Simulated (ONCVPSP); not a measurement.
# Ta: one change to an ONCV potential, before and after

tantalum (Ta), optimised norm-conserving Vanderbilt (ONCV), made with ONCVPSP 4.0.1 (PBEsol, scalar-relativistic). Core [Kr] 4d10 4f14, reference 5s2 5p6 5d3 6s2. Waves: 5s+6s: rc 2.05 bohr, ncon 4, nbas 8, qcut 4.7 1/bohr, 2 projectors; 5p: rc 1.65 bohr, ncon 3, nbas 8, qcut 9.3 1/bohr, 2 projectors, debl 1.1 Ha; 5d: rc 1.65 bohr, ncon 4, nbas 8, qcut 4.9 1/bohr, local; f scattering state at 0.21 Ha: rc 1.80 bohr, ncon 4, nbas 8, qcut 6.9 1/bohr, 2 projectors, debl 0.6 Ha. Local part: the d channel. Core correction: Teter function, fcfact 1.5, rcfact 1.3.

In the p channel the program set the typed energies aside and used -1.449, 0.250 Ha.

All-electron outer shells of the reference configuration (PBEsol, scalar-relativistic, ld1.x):

| shell | level (eV) | outermost node (bohr) | outermost maximum (bohr) |
| --- | --- | --- | --- |
| 5s | -73.03 | 0.54 | 0.98 |
| 5p | -39.42 | 0.58 | 1.13 |
| 4f | -24.73 | – | 0.44 |
| 6s | -5.47 | 1.32 | 2.78 |
| 5d | -3.62 | 0.65 | 1.58 |

Change: s: rc 2.96.

Cutoffs: the cutoffs (Ha) at which the residual kinetic energy of the hardest occupied pseudo-wave falls to 1 and 0.1 mHa per electron; they do not see the model core or the augmentation charge, which bear on the density cutoff. Errors are all-electron minus pseudo energies relative to the spin-unpolarised reference configuration.

How do hardness, ghosts and transferability respond?

The potential gets neither clearly harder nor softer (26 Ha and 33 Ha → 26 Ha and 33 Ha); the bound ghosts move from f, s to f; of the 4 tests that both files solve, the error grows in 2 and shrinks in 0 by more than 15 % and 0.3 meV (median size 9.6 → 12.1 meV).

```tsv
quantity	base	changed
cutoff, loose	26 Ha	26 Ha
cutoff, tight	33 Ha	33 Ha
loose cutoff by channel	s 6.0 Ha, p 26 Ha, d 13 Ha	s 6.5 Ha, p 26 Ha, d 13 Ha
bound ghosts	s, f	f
GHOST(+) flags under 300 eV	none	none
error for 5s2 5p6 5d3 6s1, meV [ΔE 8.51 eV]	-4.9	-5.4
error for 5s2 5p6 5d3 6s0, meV [ΔE 23.48 eV]	-14	-19
error for 5s2 5p6 5d2 6s0, meV [ΔE 47.09 eV]	-20	-38
error for 5s2 5p6 5d3 6s1.5, meV [ΔE 3.48 eV]	-1.7	-1.8
p: phases at 1.67 bohr within 0.05 rad from the reference energy up to (Ha; the scan ends near 5)	to the end of the scan	to the end of the scan
d: phases at 1.67 bohr within 0.05 rad from the reference energy up to (Ha; the scan ends near 5)	4.4	4.4
f: phases at 1.83 bohr within 0.05 rad from the reference energy up to (Ha; the scan ends near 5)	3.7	3.7
rms error of d²Exc/dni dnj with the model core, mHa	4.30	4.47
```

 A true bound ghost makes a file unfit for plane-wave use even where its test errors are small: the radial tests pick states by their node count and pass the ghost by.
